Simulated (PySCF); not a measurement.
Potassium: a sound run and one with changed settings

Sound run: K [Ar] 4s1, K+ [Ar]. Calculation: PySCF 2.14, in cc-pVTZ-X2C; the spin-free X2C one-electron Hamiltonian (Gaussian nucleus). The sound run starts from symmetry-adapted Hartree-Fock orbitals and uses a fine grid where one is needed.

Changed run: initial guess sap, at most 50 SCF cycles.

| species | method | sound run (hartree) | changed run (hartree) | converged |
| --- | --- | --- | --- | --- |
| K | UHF | -601.46434 | -601.46434 | yes |
| K | M06-L | -602.19550 | -602.19550 | yes |
| K | r2SCAN | -602.19155 | -602.19155 | yes |
| K+ | UHF | -601.31651 | -601.31651 | yes |
| K+ | M06-L | -602.06057 | -602.06057 | yes |
| K+ | r2SCAN | -602.03519 | -602.03519 | yes |

Here the plain start reaches the same solutions.
